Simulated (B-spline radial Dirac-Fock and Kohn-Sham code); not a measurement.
Z = 77 (iridium), transition energy 19 keV. These are calculated numbers from a radial B-spline solver; the model is a Dirac-Hartree-Slater potential of the neutral atom with a Latter tail (no hole, which puts coefficients of high multipoles low close above an edge), finite nucleus with surface currents. The K shell is not open to conversion at this energy. Subshells that would emit electrons below 1 keV are left out.

Q: A pure transition shows α(L) = 4.45e+07, L1/L2 = 0.00525 and L1/L3 = 0.00360. What is its multipolarity?
A. M3
B. M4
C. M2
D. E2
E. E4
F. E1
G. M1
H. E3

A: E. For comparison, α(L), L1/L2, L1/L3 are E1 5.49, 0.674, 0.460; E2 9900, 0.0237, 0.0194; E3 1.28e+06, 0.0101, 0.00799; M1 112, 9.67, 82.7; M2 23900, 22.3, 1.64; M3 5.65e+06, 34.2, 0.0993; M4 4.72e+08, 36.2, 0.0172.
